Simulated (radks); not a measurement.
Problem. These are the eigenvalues of the occupied orbitals of an atom or ion with whole-number occupations (Ry). Calculated with a radial shooting solver on a logarithmic mesh with Libxc functionals: scalar-relativistic Kohn-Sham, r2SCAN, spin-unpolarised, spherical densities, finite nucleus; meta-GGA in the generalised Kohn-Sham scheme; Fermi nuclear charge, rms radius of each element as measured or else 0.836 A^(1/3) + 0.57 fm.

| orbital | eigenvalue |
|---|---|
| 1s | -1220.422 |
| 2s | -205.7689 |
| 2p | -188.0187 |
| 3s | -63.93136 |
| 3p | -58.05245 |
| 3d | -49.18754 |
| 5p | -15.83582 |

Which element is it, and in what charge state? The configuration may be excited.

Solution. Z = 38, strontium, charge +17: Sr17+ in [Ar] 3d2 5p1. The list shows which subshells hold electrons but not how many an open one holds; the 1s level, -610.21 hartree, gives Z - s = 34.9 by -(Z - s)^2/2, which with screening and relativity narrows Z to a few neighbours, and the depths of the outer levels then fix element, charge and occupations together.
